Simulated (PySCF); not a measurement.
How methods differ on the ionisation energy of Te³⁰⁺

Te³⁰⁺ [Ar] 3d4 [3d3/2^4, M_J = 0] → Te³¹⁺ [Ar] 3d3 [3d3/2^3, M_J = 3/2], as a difference of total energies. All numbers are calculated (PySCF 2.14, the two-component X2C-1e Hamiltonian, in an even-tempered Gaussian basis (16 s from 4.9 bohr⁻², ratio 2.8; 12 p from 6.4 bohr⁻², ratio 2.8; 8 d from 6.4 bohr⁻², ratio 2.8; 3 f from 22 bohr⁻², ratio 3)). Correlated levels: [Ne] frozen; the 74 highest virtual spinors dropped. "Screened" scales the spin-orbit matrix elements by Boettger's factors to mimic the two-electron term; Breit and QED terms are absent.

```csv
method,ionisation energy (eV)
GHF (spin-free),1800.4
GMP2 (spin-free),1800.6
GHF (screened spin-orbit),1801.5
GMP2 (screened spin-orbit),1802.6
```

Breit and QED terms and the two-electron picture change are absent.

The spin-free rows relax to the high-spin LS determinant and lack the spin-orbit shift.

The labels give the starting determinants; with spin-orbit coupling the two ends relaxed to ⟨J²⟩ = 0.16, ⟨L²⟩ = 2.65, ⟨S²⟩ = 2.65 and ⟨J²⟩ = 4.31, ⟨L²⟩ = 9.77, ⟨S²⟩ = 2.73.

The determinant of Te³¹⁺ mixes levels of different J (the jj label is only the starting occupation), so the difference between spin-free and spin-orbit rows is not the physical spin-orbit shift.

For comparison: 1803 ± 4 eV (theoretical estimate listed by NIST; NIST Atomic Spectra Database, ionization energies).
